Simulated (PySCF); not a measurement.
**Two probes of the same atoms: core binding energy and nuclear shielding**

Species: C₄H₉NOSi.
Z-matrix (Å and degrees, PBE0-D3(BJ)/def2-SVP geometry), rows numbered from 1:
```
O 
C   1  1.2019
C   2  1.5042  1  124.99
C   3  1.5289  2  113.56  1    -1.44
N   4  1.4510  3  106.54  2  -165.81
Si  5  1.7337  4  114.11  3    25.55
C   3  1.5440  2  111.62  1  -125.30
H   2  1.1227  1  120.75  3  -179.25
H   3  1.1076  2  106.17  1   118.00
H   4  1.1079  3  108.93  2   -43.01
H   4  1.1032  3  109.89  2    73.07
H   5  1.0109  4  116.55  3  -171.84
H   6  1.4985  5  114.05  4  -122.27
H   6  1.4993  5  115.65  4   113.40
H   7  1.1041  3  110.36  2    47.72
H   7  1.0997  3  112.76  2   -72.68
```

Binding energies: delta-SCF UKS SCAN, pcX-2 on the ionised atom, pcseg-1 elsewhere, spin-free X2C (PySCF). Shieldings: GIAO PBE/pcSseg-1, non-relativistic, same geometry.

| atom | C 1s (eV) |
| --- | --- |
| C3 | 291.09 |
| C4 | 291.53 |
| C7 | 290.44 |

What are the absolute isotropic shieldings of these atoms?

```tsv
atom	environment	C 1s (eV)	isotropic shielding (ppm)
C7	sp3 carbon bound to silicon	290.44	169.5
C3	sp3 carbon next to a carbonyl	291.09	122.6
C4	sp3 carbon bound to nitrogen	291.53	131.1
```

Among the listed atoms, is the one with the highest binding energy also the least shielded?

No. The highest binding energy is at C4 (291.53 eV, shielding 131.1 ppm), the lowest shielding at C3 (122.6 ppm, 291.09 eV).

By binding energy: C7 < C3 < C4. By shielding: C3 < C4 < C7.

One conformer (not necessarily the lowest) at the PBE0-D3(BJ)/def2-SVP geometry, without solvent, vibrations or thermal averaging.
